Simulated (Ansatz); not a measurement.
Mulliken charges of C₂H₂Cl₂Si, SMILES `ClC1=C(Cl)[SiH2]1` from B3LYP/def2-TZVPP in Ansatz (PBE0-D4/def2-TZVP geometry).

```
atom   x (Å)   y (Å)   z (Å)  charge (e)
 Cl1  -0.295  -1.722   1.936      -0.054
  C2  -0.098  -0.611   0.675      -0.047
  C3   0.365  -0.638  -0.569      -0.047
 Cl4   1.022  -1.798  -1.610      -0.054
 Si5  -0.201   1.024  -0.107       0.314
  H6  -1.488   1.571  -0.597      -0.056
  H7   0.756   2.106   0.226      -0.056
```

Problem. By hand: the dipole of these point charges (1 e Å = 4.8032 D).

Solution. Σ q r = (-0.074, 0.364, -0.035) e Å, of length 0.373 e Å = 1.79 D.

Problem. How does the dipole of the full density compare? (Estimate.)

Solution. The calculation gave: (-0.066, 0.328, -0.032) e Å, 1.61 D; the point charges give 1.11 times that, at 0° from its direction.

Point charges leave out the atoms' own dipoles, such as those of lone pairs, and Mulliken's split depends on the basis, so the close match here is no proof of good charges.

B3LYP here is the variant with VWN-RPA as its local correlation; programs differ in this.
